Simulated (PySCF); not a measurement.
Hg²⁺: excitation energy

Hg²⁺ [Xe] 4f14 5d10 (1S) → Hg²⁺ [Xe] 4f14 5d9 6s1 (3D), as a difference of total energies. All numbers are calculated (PySCF 2.14, scalar relativity through the core potential, in def2-TZVPPD with the def2 core potential (60 electrons) (6s6p3d2f1g, 62 functions)). Correlated levels: valence: 5s2 5p6 frozen; valence and next inner shell: nothing frozen outside the core potential. The calculations carry no spin-orbit coupling.

```json
{"method": "UHF", "excitation energy (eV)": "5.907"}
{"method": "LDA", "excitation energy (eV)": "5.574"}
{"method": "PBE", "excitation energy (eV)": "5.616"}
{"method": "PBE0", "excitation energy (eV)": "5.832"}
{"method": "r2SCAN", "excitation energy (eV)": "5.650"}
{"method": "B97-3", "excitation energy (eV)": "6.049"}
{"method": "CAM-B3LYP", "excitation energy (eV)": "5.742"}
{"method": "wB97X", "excitation energy (eV)": "6.220"}
{"method": "wB97X-V", "excitation energy (eV)": "6.107"}
{"method": "MP2 (valence)", "excitation energy (eV)": "6.331"}
{"method": "SCS-MP2 (valence)", "excitation energy (eV)": "6.404"}
{"method": "MP2 (valence and next inner shell)", "excitation energy (eV)": "5.972"}
{"method": "SCS-MP2 (valence and next inner shell)", "excitation energy (eV)": "6.046"}
```

Question: How much does correlation contribute at MP2 (valence and next inner shell)?

Answer: 5.972 − (5.907) = 0.065 eV, measured against UHF.
